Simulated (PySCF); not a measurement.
SiFH₂I, SMILES F[SiH2]I.

Geometry: B3LYP-D3(BJ)/def2-TZVP. The def2 effective core potentials stand for the cores of I; spin–orbit coupling is left out.

Computed with ωB97X/def2-TZVPD (PySCF).

Gas-phase values at a fixed geometry.

total energy: -688.42124 hartree
point group: Cs
highest occupied level: -10.16 eV
lowest empty level: 1.03 eV
orbital gap: 11.19 eV
dipole moment: 1.28 D
quadrupole, principal values (traceless, Buckingham form, about the centre of nuclear charge): -5.40, -0.10, 5.50 D·Å
mean static polarisability: 61.4 bohr³ (9.10 Å³)
polarisability, principal values: 53.1, 54.5, 76.7 bohr³
